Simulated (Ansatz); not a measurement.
`C[SiH]([AlH2])O[SiH3]`, charge 0, multiplicity 1.

(1) Give a relaxed structure at PBE0-D4/def2-TZVP (Ansatz). (An estimate is asked.)

## Answers

(1) Computed: 
Z-matrix (Å, degrees):
```
C
Si 1 1.874
H 1 1.092 2 111.6
H 1 1.094 2 110.2 3 -120.0
H 1 1.093 2 110.7 3 120.5
Al 2 2.469 1 113.7 3 61.4
O 2 1.654 1 109.4 3 -61.4
H 2 1.501 1 106.9 3 -177.8
H 6 1.590 2 122.2 1 -131.7
H 6 1.593 2 119.6 1 49.1
Si 7 1.632 2 143.0 1 -78.5
H 11 1.488 7 110.6 2 71.6
H 11 1.484 7 108.5 2 -168.7
H 11 1.488 7 110.5 2 -48.6
```
This is one stationary point; other conformers may exist.
